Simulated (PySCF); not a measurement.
In(H)(F)(OH), SMILES [OH][InH][F], singlet, B3LYP/def2-SVP optimised geometry.

```
5

In    -0.54    -0.53     0.00
H     -1.44    -1.97     0.00
F      1.44    -0.53     0.00
O     -1.16     1.36     0.00
H     -0.41     1.97     0.00
```

Density from B3LYP/def2-TZVP, def2 effective core potentials past Kr (PySCF) at that geometry. The core electrons that the potentials of In replace are not part of the density.

Minimum of the electron density along straight lines between bonded atoms, close to the bond critical point (lines longer than 1.1 times the sum of covalent radii, or with two minima, are not listed):

| bond | length / Å | ρ at the minimum / e bohr⁻³ | ∇²ρ there / e bohr⁻⁵ | position (fraction from the first atom) |
|---|---|---|---|---|
| In1–H2 | 1.699 | 0.110 | 0.10 | 0.64 |
| In1–F3 | 1.973 | 0.106 | 0.55 | 0.52 |
| In1–O4 | 1.995 | 0.112 | [?] | 0.52 |
| O4–H5 | 0.969 | [?] | [?] | 0.80 |

**Question.** Fill in the missing entries.

**Answer.** 
- In1–O4, ∇²ρ there / e bohr⁻⁵: 0.48
- O4–H5, ρ at the minimum / e bohr⁻³: 0.352
- O4–H5, ∇²ρ there / e bohr⁻⁵: -2.30
